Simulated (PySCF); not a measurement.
Cl3GeH. Atoms are numbered in the order given.

```xyz
5

Ge     0.0000     0.0000     0.4370
Cl     1.7367    -1.0027    -0.3126
Cl    -1.7367    -1.0027    -0.3126
Cl     0.0000     2.0054    -0.3126
H      0.0000     0.0000     1.9607
```

Geometry optimised at r2SCAN-D4/def2-SVP. The isomer is the one that the SMILES or the coordinates give; other isomers of the formula were not compared.

These are TDA-B3LYP/def2-SVPD (PySCF) values and carry that method's errors.

Vertical excitations; the highest root listed may be one member of a degenerate set. Isolated molecule, no solvent. State labels are in the subgroup Cs.

| state | symmetry | energy (eV) | λ (nm) | f | main pairs |
|---|---|---|---|---|---|
| S1 | A" | 5.98 | 207 | 0.000 | HOMO→LUMO 99 % |
| S2 | A' | 6.32 | 196 | 0.024 | HOMO−3→LUMO (degenerate set) |
| S3 | A" | 6.32 | 196 | 0.024 | HOMO−2→LUMO (degenerate set) |
| S4 | A' | 6.38 | 194 | 0.040 | HOMO−1→LUMO 97 % |
| S5 | A' | 6.67 | 186 | 0.021 | HOMO−4→LUMO (degenerate set) |
| S6 | A" | 6.67 | 186 | 0.021 | HOMO−5→LUMO (degenerate set) |
| S7 | A" | 7.60 | 163 | 0.007 | HOMO→LUMO+2 (degenerate set) |
| S8 | A' | 7.60 | 163 | 0.007 | HOMO→LUMO+1 (degenerate set) |
| S9 | A" | 7.78 | 159 | 0.000 | HOMO−2→LUMO+2 50 %, HOMO−3→LUMO+1 50 % |
| S10 | A' | 7.82 | 159 | 0.001 | HOMO−2→LUMO+1 47 %, HOMO−3→LUMO+2 47 % |
| T1 | A" | 5.60 | 222 | 0 | HOMO→LUMO 96 % |
| T2 | A' | 5.74 | 216 | 0 | HOMO−1→LUMO 96 % |
| T3 | A' | 5.80 | 214 | 0 | HOMO−3→LUMO (degenerate set) |
| T4 | A" | 5.80 | 214 | 0 | HOMO−2→LUMO (degenerate set) |
Triplets are in the Tamm–Dancoff approximation.
